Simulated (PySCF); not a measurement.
# Computed records: AlB2H4O

Computed with PySCF 2.14.0. Calculation on a computer-drawn molecule: optimised geometry and harmonic frequencies of an isolated molecule of the commonest isotopes, restricted reference for singlets and unrestricted otherwise, frozen core in MP2.

AlB2H4O

Start structure:
```xyz
8
AlB2H4O
B      0.3152    -1.6429    -0.8969
Al    -1.1887    -0.0614    -0.5662
O     -0.9509     0.7029     1.1156
B     -0.2232     2.0743     0.8021
H      1.2128    -2.4478    -0.5072
H     -2.6599    -0.7698    -0.6457
H      0.9180     2.1248     1.1538
H     -0.9042     2.8406     0.3377
```

- charge: 1
- multiplicity: 1
- method: HF
- basis: cc-pV(D+d)Z
- rotational constants: 13.54, 3.393, 2.78 GHz
- total energy: -368.2331 hartree
- convergence status largest gradient component: 1.862e-05 hartree/bohr

Drawn bonds:
| atom | other atom | order |
| --- | --- | --- |
| 1 | 2 | 1 |
| 2 | 3 | 1 |
| 3 | 4 | 1 |
| 1 | 5 | 1 |
| 2 | 6 | 1 |
| 4 | 7 | 1 |
| 4 | 8 | 1 |

Optimised structure:
```xyz
8
AlB2H4O
B      0.3394    -1.7788    -0.8143
Al    -1.3474    -0.4444    -0.1439
O     -0.5973     0.9378     0.3460
B     -0.2238     2.1748     0.8083
H      1.2597    -2.4452    -1.1550
H     -2.7885    -0.9930    -0.2442
H      0.0188     2.2963     1.9728
H     -0.1418     3.0733     0.0236
```

Modes:
| frequency (cm⁻¹) | reduced mass (dalton) |
| --- | --- |
| 104.2 | 3.312 |
| 106.7 | 1.115 |
| 136.6 | 2.792 |
| 172.5 | 4.636 |
| 439.7 | 1.17 |
| 499.7 | 5.324 |
| 606.2 | 1.201 |
| 673.7 | 1.269 |
| 694.3 | 1.608 |
| 769 | 3.052 |
| 1060 | 1.324 |
| 1138 | 1.362 |
| 1314 | 1.707 |
| 1384 | 2.524 |
| 2143 | 1.046 |
| 2707 | 1.045 |
| 2803 | 1.135 |
| 2883 | 1.097 |
